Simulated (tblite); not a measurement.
C6H12BF.
Atom-mapped SMILES: `[BH2:1][C@H:2]([CH2:3][F:4])[C:5](=[CH2:6])[CH2:7][CH3:8]` (hydrogens: H9, H10 on B1; H11 on C2; H12, H13 on C3; H14, H15 on C6; H16, H17 on C7; H18, H19, H20 on C8)

Computed with GFN2-xTB (tblite), gas phase: L-BFGS steps from a force-field or distance-geometry start until the largest atomic force falls under 0.01 eV/Å.

Geometry at step 4:
```
atom  x, y, z in Å
B1     -2.2061    0.4246    1.0717
C2     -1.1091    0.4094   -0.0738
C3     -1.6082   -0.3739   -1.2945
F4     -0.6714   -0.3696   -2.3016
C5      0.2008   -0.1688    0.4632
C6      0.2929   -1.4301    0.8564
C7      1.4143    0.7280    0.5374
C8      2.4279    0.4048   -0.5586
H9     -2.5951   -0.5677    1.5421
H10    -2.6368    1.4432    1.4419
H11    -0.9259    1.4292   -0.4218
H12    -2.5063    0.0913   -1.7165
H13    -1.8247   -1.4189   -1.0665
H14     1.2166   -1.8380    1.2313
H15    -0.5408   -2.1072    0.8274
H16     1.8945    0.6040    1.5123
H17     1.1307    1.7763    0.4492
H18     2.7745   -0.6211   -0.4784
H19     1.9767    0.5326   -1.5367
H20     3.2902    1.0626   -0.4873
```

**Question.** What forces act on the atoms?

**Answer.** 
```tsv
atom	Fx (eV/Å)	Fy (eV/Å)	Fz (eV/Å)
B1	0.074	0.006	0.013
C2	0.050	0.074	-0.038
C3	-0.028	-0.002	0.018
F4	0.046	0.009	0.002
C5	-0.085	0.030	0.023
C6	-0.046	-0.035	0.041
C7	-0.094	0.057	0.078
C8	-0.005	-0.028	-0.072
H9	0.004	-0.074	-0.031
H10	0.016	0.040	0.072
H11	0.190	-0.010	-0.081
H12	0.002	0.040	0.027
H13	0.098	-0.073	0.040
H14	0.006	0.016	-0.023
H15	-0.034	-0.049	-0.018
H16	-0.018	-0.047	-0.008
H17	-0.109	0.057	-0.013
H18	-0.022	-0.054	0.032
H19	-0.052	-0.003	-0.089
H20	0.008	0.047	0.026
```

The largest, 0.21 eV/Å, acts on H11; the rms over all components is 0.054 eV/Å. The forces sum to zero within rounding, as they must for an isolated molecule in no field.

**Question.** Give the force on H11 in Eh/bohr and in nN.

**Answer.** 0.207 eV/Å ÷ 51.422 = 0.00402 Eh/bohr, and 0.207 eV/Å × 1.602 = 0.33 nN.

**Question.** How far is this geometry from the end of the optimisation?

**Answer.** 0.202 eV above it, and 0.399 Å rms away after alignment. The bonds farthest from their final lengths, with half the difference of the two atoms' forces along the bond (positive lengthens):

```csv
bond,now (Å),final (Å),force along bond (eV/Å)
C2–C5,1.529,1.507,-0.04
C2–C3,1.534,1.513,+0.01
C5=C6,1.324,1.339,+0.03
B1–C2,1.586,1.575,+0.01
C5–C7,1.511,1.502,+0.01
C3–F4,1.375,1.383,+0.03
```

The angle farthest from its final value is B1–C2–C5, 110.0° against 81.7°.

Of the 4 listed bonds off by 0.010 Å or more, this force points towards the final length in 2.

The cost below is that of the whole relaxation. The run took 1.0 s on one thread, Arm Neoverse N1 (aarch64) (shared host).
